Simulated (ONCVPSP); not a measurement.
# Configuration tests for Ta (ONCV)

ONCVPSP 4.0.1 input, shortened (lines: element, Z, core and valence counts, functional; n l f; lmax; l rc ep ncon nbas qcut; lloc lpopt rc5 dvloc0; l nproj debl; icmod fcfact rcfact), LDA (Perdew-Zunger), scalar-relativistic:

```
  Ta 73.00   12    2        3      upf
    1    0    2.00
    2    0    2.00
    2    1    6.00
    3    0    2.00
    3    1    6.00
    3    2   10.00
    4    0    2.00
    4    1    6.00
    4    2   10.00
    4    3   14.00
    5    0    2.00
    5    1    6.00
    5    2    3.00
    6    0    1.50
    2
    0    2.65    0.00    4    8    2.30
    1    2.70    0.13    3    8    3.20
    2    2.60    0.00    4    9    6.70
    4    3    1.90    4.00
    0    3    1.10
    1    2    0.40
    2    2    1.00
    3    5.00    1.70
```

In the p channel the program set the typed energies aside and used 0.050, 0.450 Ha.

Energies are relative to the spin-unpolarised reference configuration 5d3 6s1.5; without spin polarisation the order of configurations can differ from experiment.

```json
{"valence configuration": "5d3 6s2", "charge": "0", "ΔE all-electron (eV)": "-3.563", "error AE − PS (meV)": "-14"}
{"valence configuration": "5d3 6s1", "charge": "+1", "ΔE all-electron (eV)": "5.138", "error AE − PS (meV)": "-23"}
{"valence configuration": "5d3 6s0", "charge": "+2", "ΔE all-electron (eV)": "20.447", "error AE − PS (meV)": "-286"}
```

Task: What are ΔE and the potential's error for 5d3 6s1 6p1?

Result: ΔE = 0.696 eV all-electron; the error (AE − PS) is -5.6 meV.

Note: no bound ghost flagged; GHOST(+) flagged for s at 98.3 eV, s at 275.9 eV, s at 499.0 eV.
